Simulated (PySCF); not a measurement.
## A small calculation by hand: entropy of an ideal gas

Pb(OH)(NH2) (H₃NOPb), SMILES [NH2][Pb][OH] (connectivity only; charge and spin as stated), neutral, multiplicity 1.

The structure is a stationary point at B3LYP-D3(BJ)/def2-TZVP. The def2 effective core potentials stand for the cores of Pb; spin–orbit coupling is left out. One conformer was computed; it need not be the lowest.

B3LYP-D3(BJ)/def2-TZVP run with PySCF gives the harmonic wavenumbers 166, 233, 287, 377, 504, 527, 566, 729, 1536, 3520, 3631, 3811 cm⁻¹ and the rotational temperatures 0.3789, 0.2854, 0.1628 K. The molar mass is 240.23 g/mol, the symmetry number 1, the spin multiplicity 1.

Q: Work out the entropy at 298.15 K and 1 atm in the rigid-rotor, harmonic-oscillator model.

A: 
Translation (Sackur–Tetrode at 1 atm): S = R[1.5 ln M + 2.5 ln T − 1.16487] = 177.1 J/(mol K).
Rotation: q = (√π/σ) T^1.5/√(θA θB θC) = 68800, S = R[ln q + 3/2] = 105.1 J/(mol K).
Vibration: with u = 1.4388 ν/T, each mode gives R[u/(e^u − 1) − ln(1 − e^−u)]:
```json
[
 {"ν (cm⁻¹)": "166", "modes": "1", "u": "0.80", "S (J/(mol K))": "10.38"},
 {"ν (cm⁻¹)": "233", "modes": "1", "u": "1.12", "S (J/(mol K))": "7.76"},
 {"ν (cm⁻¹)": "287", "modes": "1", "u": "1.38", "S (J/(mol K))": "6.24"},
 {"ν (cm⁻¹)": "377", "modes": "1", "u": "1.82", "S (J/(mol K))": "4.40"},
 {"ν (cm⁻¹)": "504", "modes": "1", "u": "2.43", "S (J/(mol K))": "2.71"},
 {"ν (cm⁻¹)": "527", "modes": "1", "u": "2.54", "S (J/(mol K))": "2.49"},
 {"ν (cm⁻¹)": "566", "modes": "1", "u": "2.73", "S (J/(mol K))": "2.14"},
 {"ν (cm⁻¹)": "729", "modes": "1", "u": "3.52", "S (J/(mol K))": "1.14"},
 {"ν (cm⁻¹)": "1536", "modes": "1", "u": "7.41", "S (J/(mol K))": "0.04"}
]
```
The stiffer modes add less than 0.005 each. Sum 37.3 J/(mol K).
Spin: R ln 1 = 0.0 J/(mol K).
Total 319.5 J/(mol K); the program's own thermochemistry gives 319.5. Translation makes up 55 % and vibration 12 %. Anharmonicity, hindered rotation and orbital degeneracy are left out.
